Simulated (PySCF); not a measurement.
This PySCF input asks for the NMR shieldings of `C[O+](C)[Al@H-]([CH3])[CH]1CCC1`, C₇H₁₇AlO; the geometry comes from GFN2-xTB.

```python
import basis_set_exchange as bse
import numpy as np
from pyscf import gto, dft
from pyscf.prop import nmr

atoms = """
C    -1.927337   -1.497678   -0.858545
O    -1.736376   -0.778997    0.338991
C    -2.606160   -1.152588    1.382779
Al   -0.358910    0.591741    0.287508
C    -1.073301    1.878314   -1.080508
C     1.337039   -0.472540   -0.055380
C     2.301950    0.273863   -1.019415
C     2.897314    0.991601    0.200588
C     2.291983   -0.086119    1.113441
H    -1.189591   -1.111675   -1.566002
H    -1.765387   -2.569295   -0.703727
H    -2.935996   -1.333815   -1.252015
H    -2.337684   -0.534328    2.238350
H    -2.477952   -2.209969    1.632796
H    -3.648211   -0.967513    1.104956
H    -0.554193    0.972445    1.804418
H    -1.513447    2.731748   -0.542700
H    -1.865379    1.524983   -1.755520
H    -0.301060    2.314555   -1.724695
H     1.322971   -1.563237   -0.240361
H     3.025203   -0.387098   -1.504753
H     1.857583    0.921482   -1.784371
H     2.421138    1.964507    0.359765
H     3.980864    1.114627    0.228028
H     3.007382   -0.872080    1.370621
H     1.826508    0.279680    2.039026
"""
names = dict.fromkeys(["C", "O", "Al", "H"], "pcSseg-1")
basis = {el: gto.basis.parse(bse.get_basis(n, elements=[el], fmt="nwchem")) for el, n in names.items()}
mol = gto.M(atom=atoms, basis=basis, charge=0, verbose=0)
mf = dft.RKS(mol, xc="PBE0")
mf.grids.level = 2
mf.grids.alignment = dft.numint.BLKSIZE   # the property module wants whole blocks of grid points
mf.conv_tol = 1e-9
mf.kernel()

calc = nmr.RKS(mf)   # GIAO
C = mf.mo_coeff
Co = C[:, mf.mo_occ > 0]
resp = mf.gen_response(singlet=True, hermi=2)
def vind(x):   # induced exchange potential for any number of trial vectors
    d = np.einsum("pi,xij,qj->xpq", C, 2 * x.reshape(-1, C.shape[1], Co.shape[1]), Co, optimize=True)
    return np.einsum("xpq,pi,qj->xij", resp(d - d.transpose(0, 2, 1)), C, Co, optimize=True).ravel()
mo1, _ = nmr.rhf.solve_mo1(calc, with_cphf=vind)
sigma = calc.kernel(mo1)
for i, s in enumerate(sigma):   # ppm
    w = np.linalg.eigvalsh((s + s.T) / 2)
    print("%2d %-2s iso %8.1f  s11 %8.1f  s22 %8.1f  s33 %8.1f" % (i, mol.atom_pure_symbol(i), w.mean(), *w))
```

**Question.** What does it print?

**Answer.** 
```
 0 C  iso    124.9  s11     97.3  s22     98.6  s33    178.9
 1 O  iso    329.6  s11    303.4  s22    321.4  s33    363.9
 2 C  iso    123.6  s11     91.4  s22     94.3  s33    185.0
 3 Al iso    369.1  s11    339.3  s22    369.9  s33    398.2
 4 C  iso    199.3  s11    194.4  s22    197.3  s33    206.1
 5 C  iso    167.9  s11    148.7  s22    169.7  s33    185.1
 6 C  iso    158.9  s11    143.8  s22    157.6  s33    175.2
 7 C  iso    161.6  s11    144.6  s22    166.3  s33    173.8
 8 C  iso    157.2  s11    141.6  s22    156.6  s33    173.5
 9 H  iso     27.4  s11     23.2  s22     27.5  s33     31.3
10 H  iso     28.4  s11     24.8  s22     25.8  s33     34.4
11 H  iso     28.3  s11     24.8  s22     25.7  s33     34.4
12 H  iso     27.0  s11     22.4  s22     26.1  s33     32.5
13 H  iso     28.3  s11     24.3  s22     25.7  s33     34.8
14 H  iso     28.2  s11     24.3  s22     25.6  s33     34.8
15 H  iso     27.4  s11     24.3  s22     26.9  s33     30.9
16 H  iso     31.9  s11     27.9  s22     28.5  s33     39.4
17 H  iso     32.4  s11     27.6  s22     30.5  s33     39.1
18 H  iso     31.9  s11     26.8  s22     30.0  s33     38.9
19 H  iso     30.2  s11     26.3  s22     28.7  s33     35.7
20 H  iso     29.3  s11     26.6  s22     26.9  s33     34.3
21 H  iso     29.6  s11     25.0  s22     29.2  s33     34.7
22 H  iso     29.8  s11     27.2  s22     28.7  s33     33.5
23 H  iso     29.7  s11     25.7  s22     26.2  s33     37.1
24 H  iso     29.2  s11     26.4  s22     26.8  s33     34.4
25 H  iso     29.3  s11     25.2  s22     28.2  s33     34.6
```

These numbers come from an equivalent density-fitted implementation of the same equations, which agrees with the script to about 0.01 ppm for H and up to a few tenths of a ppm for heavy atoms, so last digits may differ.

Size and cost of the density-fitted run: 245 basis functions, 95 s wall time on 1 thread of an Arm Neoverse V1, shared host.
